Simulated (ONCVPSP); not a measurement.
# u(r) = r·R(r): atom against pseudo-atom (Cd (Z = 48))

Columns: radius, all-electron u(r) and pseudo u(r) of the 4d shell (level -15.96 eV) of cadmium in the configuration [Ar] 3d10 4s2 4p6 4d10 5s1.5; PBEsol, scalar-relativistic, ONCV scheme, ONCVPSP 4.0.1.

```json
{"r (bohr)": "0.075", "all-electron": "-0.1470", "pseudo": "0.0024"}
{"r (bohr)": "0.150", "all-electron": "-0.4052", "pseudo": "0.0186"}
{"r (bohr)": "0.225", "all-electron": "-0.4801", "pseudo": "0.0606"}
{"r (bohr)": "0.300", "all-electron": "-0.3626", "pseudo": "0.1345"}
{"r (bohr)": "0.375", "all-electron": "-0.1381", "pseudo": "0.2386"}
{"r (bohr)": "0.450", "all-electron": "0.1176", "pseudo": "0.3641"}
{"r (bohr)": "0.525", "all-electron": "0.3576", "pseudo": "0.5000"}
{"r (bohr)": "0.600", "all-electron": "0.5592", "pseudo": "0.6346"}
{"r (bohr)": "0.675", "all-electron": "0.7146", "pseudo": "0.7553"}
{"r (bohr)": "0.750", "all-electron": "0.8249", "pseudo": "0.8501"}
{"r (bohr)": "0.825", "all-electron": "0.8955", "pseudo": "0.9123"}
{"r (bohr)": "0.900", "all-electron": "0.9332", "pseudo": "0.9430"}
{"r (bohr)": "0.975", "all-electron": "0.9454", "pseudo": "0.9494"}
{"r (bohr)": "1.050", "all-electron": "0.9383", "pseudo": "0.9393"}
{"r (bohr)": "1.125", "all-electron": "0.9175", "pseudo": "0.9175"}
{"r (bohr)": "1.200", "all-electron": "0.8871", "pseudo": "0.8869"}
{"r (bohr)": "1.275", "all-electron": "0.8503", "pseudo": "0.8502"}
{"r (bohr)": "1.350", "all-electron": "0.8097", "pseudo": "0.8096"}
{"r (bohr)": "1.425", "all-electron": "0.7671", "pseudo": "0.7670"}
{"r (bohr)": "1.500", "all-electron": "0.7238", "pseudo": "0.7237"}
{"r (bohr)": "1.575", "all-electron": "0.6808", "pseudo": "0.6807"}
{"r (bohr)": "1.650", "all-electron": "0.6387", "pseudo": "0.6386"}
{"r (bohr)": "1.725", "all-electron": "0.5980", "pseudo": "0.5979"}
{"r (bohr)": "1.800", "all-electron": "0.5590", "pseudo": "0.5589"}
{"r (bohr)": "1.875", "all-electron": "0.5218", "pseudo": "0.5217"}
{"r (bohr)": "1.950", "all-electron": "0.4866", "pseudo": "0.4865"}
```

Task: How many radial nodes do the two functions have?

Result: The all-electron 4d function has n − l − 1 = 1; the pseudo-wave has 0, since the states of the same l below it are removed with the core.

Task: At about which radius was the pseudo-wave matched?

Result: 1.25 bohr. The columns agree to 0.0005 from 1.12 bohr on; several derivatives are matched, so the curves merge somewhat inside the radius.

Task: Where does each function peak?

Result: Outermost all-electron maximum near 0.97 bohr, pseudo maximum near 0.97 bohr (to the table’s step).

Task: Is the pseudo-wave norm-conserving?

Result: Yes: the ONCV scheme keeps the norm inside the radius equal to the all-electron one, which fixes the energy derivative of the logarithmic derivative at the level.
